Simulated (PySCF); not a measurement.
CBr⁺: frontier orbitals

M06 at R = 1.697 Å; basis C def2-TZVPPD, Br def2-TZVPPD; no relativity; PySCF 2.14. State: ¹Σ⁺ (singlet), closed shell. Only the outer orbitals are listed, counted within each symmetry.

```csv
orbital,occ.,ε (eV),on C (%),main shells (%)
8σ,2,-33.10,13,"81 Br s, 10 C s"
9σ,2,-24.42,46,"46 C s, 28 Br p, 26 Br s"
4π,2,-18.75,21,"78 Br p, 20 C p"
4π,2,-18.75,21,"78 Br p, 20 C p"
10σ,2,-17.48,76,"39 C s, 36 C p, 25 Br p"
5π,0,-11.17,72,"73 C p, 21 Br p"
5π,0,-11.17,72,"73 C p, 21 Br p"
11σ,0,-6.52,35,"36 Br p, 26 Br d, 24 C p"
```

Question: Which are the highest filled and the lowest empty level, where do they sit, and how wide is the gap?

Answer: Highest filled 10σ at -17.48 eV (in %: 39 C s, 36 C p, 25 Br p); lowest empty 5π at -11.17 eV (in %: 73 C p, 21 Br p); the gap at M06 is 6.31 eV.

```json
{"bond order (Mayer)": "1.88", "⟨S²⟩": "0.000", "charge on C (Mulliken, basis-dependent)": "0.45", "charge on C (Löwdin, basis-dependent)": "-0.17", "dipole moment (positive dipole points towards Br; it is taken about the centre of mass and depends on that origin)": "-0.32 D"}
```
